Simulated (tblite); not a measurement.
Compound: C6H12BrGa.
Bonds: C1–C2 (double), C2–C3, C3–Ga4, Ga4–Br5, Ga4–C6, C6–C7, C7–C8. Hydrogens: H9, H10 on C1; H11 on C2; H12, H13 on C3; H14, H15 on C6; H16, H17 on C7; H18, H19, H20 on C8.

Computed with GFN2-xTB (tblite), gas phase: L-BFGS steps from a force-field or distance-geometry start until the largest atomic force falls under 0.01 eV/Å.

Step 41: E = -659.9924 eV
```
atom  x, y, z in Å  |  force x, y, z in eV/Å
C1      4.1296   -0.7010    0.0282    0.017   0.019  -0.035
C2      3.0368    0.0062   -0.2136    0.100  -0.002  -0.094
C3      1.9473   -0.4524   -1.1128   -0.072  -0.008   0.157
Ga4     0.1697   -0.6232   -0.0161    0.031   0.062  -0.078
Br5     0.0831   -2.5104    1.3295   -0.054   0.054   0.025
C6     -1.2504    0.9077   -0.0288    0.016  -0.034   0.028
C7     -2.4926    0.6880    0.8315    0.034  -0.011   0.043
C8     -3.4011   -0.3440    0.1757    0.053   0.123  -0.036
H9      4.2895   -1.6635   -0.4253   -0.033  -0.100   0.012
H10     4.9212   -0.3390    0.6555    0.046   0.057   0.128
H11     2.9186    0.9916    0.2267   -0.021   0.035   0.038
H12     1.7533    0.2937   -1.8887   -0.009   0.031  -0.086
H13     2.2326   -1.4038   -1.5691   -0.071  -0.041  -0.120
H14    -0.7104    1.8139    0.2745   -0.006  -0.002   0.033
H15    -1.5521    1.0535   -1.0739    0.062   0.054   0.016
H16    -3.0209    1.6397    0.9645   -0.035  -0.073  -0.089
H17    -2.2162    0.3371    1.8310    0.059  -0.016   0.067
H18    -4.3240   -0.4787    0.7347    0.065  -0.051   0.016
H19    -2.8724   -1.2996    0.1046   -0.070  -0.035   0.025
H20    -3.6469   -0.0132   -0.8312   -0.113  -0.060  -0.052
```

Step 42: E = -659.9974 eV
```
atom  x, y, z in Å  |  force x, y, z in eV/Å
C1      4.1359   -0.7016    0.0269    0.003   0.003  -0.011
C2      3.0464    0.0082   -0.2190    0.058  -0.016  -0.058
C3      1.9509   -0.4553   -1.1070   -0.061  -0.014   0.089
Ga4     0.1689   -0.6108   -0.0235    0.036  -0.004  -0.009
Br5     0.0648   -2.5053    1.3168   -0.052   0.079   0.007
C6     -1.2492    0.9145   -0.0279   -0.057   0.029   0.040
C7     -2.4928    0.6883    0.8310   -0.009  -0.044   0.045
C8     -3.3991   -0.3481    0.1756    0.057   0.108  -0.028
H9      4.2847   -1.6693   -0.4186   -0.002  -0.105   0.014
H10     4.9256   -0.3407    0.6573    0.063   0.052   0.102
H11     2.9289    0.9950    0.2162   -0.011   0.065   0.044
H12     1.7554    0.2866   -1.8863   -0.003   0.041  -0.115
H13     2.2304   -1.4108   -1.5610   -0.074  -0.019  -0.102
H14    -0.7175    1.8257    0.2768    0.006  -0.024   0.042
H15    -1.5528    1.0651   -1.0715    0.053   0.044  -0.003
H16    -3.0305    1.6356    0.9657    0.008  -0.086  -0.100
H17    -2.2179    0.3363    1.8309    0.071  -0.007   0.055
H18    -4.3163   -0.4932    0.7440    0.086  -0.020  -0.025
H19    -2.8675   -1.3028    0.1007   -0.064   0.000   0.011
H20    -3.6534   -0.0152   -0.8300   -0.108  -0.081   0.000
```

Problem. Estimate the geometry and energy of step 43. (The exact step hangs on the optimiser's Hessian estimate; all steps are aligned on step 42, rigid shifts and turns removed.)

Solution. E = -660.0027 eV, largest force 0.119 eV/Å
```
atom  x, y, z in Å  |  force x, y, z in eV/Å
C1      4.1430   -0.7014    0.0256    0.005  -0.038   0.019
C2      3.0571    0.0100   -0.2277   -0.011  -0.022   0.011
C3      1.9535   -0.4584   -1.1020   -0.017  -0.012  -0.046
Ga4     0.1703   -0.6006   -0.0303    0.021  -0.055   0.063
Br5     0.0490   -2.4969    1.3104   -0.050   0.094  -0.005
C6     -1.2470    0.9209   -0.0267   -0.092   0.059   0.043
C7     -2.4917    0.6874    0.8303   -0.031  -0.065   0.017
C8     -3.3968   -0.3499    0.1746    0.026   0.033  -0.011
H9      4.2815   -1.6750   -0.4128    0.033  -0.070   0.034
H10     4.9276   -0.3425    0.6657    0.050   0.031   0.037
H11     2.9360    0.9964    0.2065    0.009   0.088   0.039
H12     1.7517    0.2815   -1.8833    0.010   0.036  -0.113
H13     2.2288   -1.4146   -1.5618   -0.083   0.014  -0.059
H14    -0.7223    1.8346    0.2830    0.019  -0.035   0.047
H15    -1.5488    1.0774   -1.0701    0.036   0.035  -0.003
H16    -3.0380    1.6297    0.9623    0.034  -0.062  -0.082
H17    -2.2187    0.3343    1.8312    0.074   0.009   0.026
H18    -4.3067   -0.5041    0.7525    0.059   0.018  -0.033
H19    -2.8692   -1.3068    0.0990   -0.019   0.017  -0.019
H20    -3.6643   -0.0198   -0.8294   -0.075  -0.075   0.037
```

The energy changes by -0.0053 eV. The first-order estimate −F·Δx gives -0.0079 eV and the mean of the old and new forces, exact on a quadratic surface, -0.0053 eV. The step makes an angle of 66° with the force vector and moves no atom by more than 0.019 Å.

What follows is the cost of the whole relaxation. Time: 2.6 s of wall time. Hardware: one thread, Arm Neoverse N1 (aarch64), shared host.
